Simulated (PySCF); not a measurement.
A GIAO shielding run with PySCF 2.14 (density fitting, non-relativistic, gas phase) on `[SiH3]S[C@@]12CCCC[C@@H]1C2`, C7H14SSi:

```
$ OMP_NUM_THREADS=1 python probes_run.py task.json out

{"job": {"kind": "nmr", "xc": "PBE0", "basis": "pcSseg-1"}, "charge": 0, "multiplicity": 1}
Si     2.846965    -1.118400    -0.737125
S      2.272916     0.930987    -0.950658
C      0.518336     0.864230    -0.484302
C     -0.370845     0.372365    -1.601808
C     -1.741949    -0.072309    -1.096769
C     -1.580346    -1.021446     0.085557
C     -1.024051    -0.275006     1.297541
C      0.201341     0.549222     0.949114
C      0.051256     1.952864     0.431442
H      2.564915    -1.545227     0.628561
H      4.264033    -1.091834    -1.044030
H      2.089365    -1.942901    -1.674526
H      0.117947    -0.477378    -2.086087
H     -0.474235     1.159808    -2.353399
H     -2.333623     0.792945    -0.791891
H     -2.274602    -0.568069    -1.910677
H     -0.898818    -1.829059    -0.192876
H     -2.542673    -1.466718     0.345008
H     -0.766467    -0.992338     2.078925
H     -1.800794     0.382371     1.698152
H      1.052472     0.384732     1.599290
H      0.768567     2.695098     0.746246
H     -0.944462     2.343048     0.281699
```

Hardware: 1 thread of an Arm Neoverse N1, shared host. The job also computes population analyses, field gradients, ring-centre shieldings.

**Question.** How large is the calculation?

**Answer.** 86 electrons, 237 basis functions and 1271 auxiliary functions.

**Question.** How long does it take, and how much memory does it need?

**Answer.** 97 s of wall time, with 14 SCF cycles and 5 response iterations; peak memory 1.1 GiB. Times on a shared host scatter by some tens of per cent.
